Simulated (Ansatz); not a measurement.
The molecule SiMo, multiplicity 7 (an upper state: multiplicity 5 came lower at CCSD(T)/def2-TZVPP on PBE0 minima). No spin–orbit coupling.

Constants: fifth-degree fit in 1/R to seven points, most abundant isotopes. Runs in def2 and cc sets follow the lowest solution found near the PBE0 minimum.

Run with Ansatz (a quantum-chemistry and plane-wave program) with Gaussian orbitals.  In def2 rows elements past Kr take small-core potentials, without spin–orbit coupling.

| level | r_e (Å) | ω_e (cm⁻¹) | ω_e x_e (cm⁻¹) | dipole (D) |
|---|---|---|---|---|
| PBE/def2-TZVPP | 2.528 | ___ | 1.3 | 2.27 |
| PBE0/def2-TZVPP | 2.539 | 290 | 1.4 | 2.75 |
| wB97X-V/def2-TZVPP | ___ | ___ | 1.0 | 3.48 |

Task: What belongs in the gaps?

Result: 
- wB97X-V/def2-TZVPP, r_e (Å): 2.550
- wB97X-V/def2-TZVPP, ω_e (cm⁻¹): 282
- PBE/def2-TZVPP, ω_e (cm⁻¹): 304
